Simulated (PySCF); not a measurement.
Electronic structure of Cl²⁺ (chlorine, charge +2) at the UHF level

Configuration: [Ne] 3s1 3p4, high-spin 4P determinant (an excited configuration). Calculation: PySCF 2.14, in aug-cc-pVQZ-DK (7s6p4d3f2g, 84 functions); scalar relativity by spin-free X2C-1e.

```json
{"Total energy": "-459.158659 hartree", "One-electron energy": "-619.5242 hartree", "Hartree (Coulomb) energy": "187.4014 hartree", "Exchange energy": "-27.0358 hartree", "⟨S²⟩": "3.7549", "⟨L²⟩": "2.014", "Sum of ⟨r⟩": "11.32 bohr", "Sum of ⟨r²⟩": "15.98 bohr²", "Traceless quadrupole moment −½Σ⟨3z² − r²⟩ along its main axis": "-1.15 e·bohr²", "Langevin diamagnetic susceptibility": "-12.7 ×10⁻⁶ cm³/mol"}
```

```csv
shell,electrons,mean orbital energy (eV),spread (eV),"rms radius, mean of both spins (bohr)"
1s α,1,-2894.5,0,0.105
1s β,1,-2893.0,0,0.105
2s α,1,-320.05,0,0.479
2s β,1,-317.89,0,0.479
2p α,3,-249.59,0.735,0.450
2p β,3,-247.57,0.682,0.450
3s α,1,-58.705,0,1.53
3p α,3,-40.482,2.091,1.73
3p β,1,-33.560,0,1.73
```

Densities and radii are taken from the X2C orbitals without a picture-change correction, which distorts them close to the nucleus.

Spin-orbit constants ζ (cm⁻¹) from the X2C one-electron operator on these orbitals: bare nucleus, nucleus screened by l(l+1)(2l+1)/3 electrons, and screened by the Breit-Pauli mean field of the electrons.

```
shell   bare  screened nucleus  mean field
   2p  10020              8846        8312
   3p  917.8             809.8       754.1
```

To first order the Landé constant is A = -251.4 cm⁻¹, so the lowest level has J = 5/2 and lies 0.0467 eV below the centre of the term. This holds in LS coupling only.
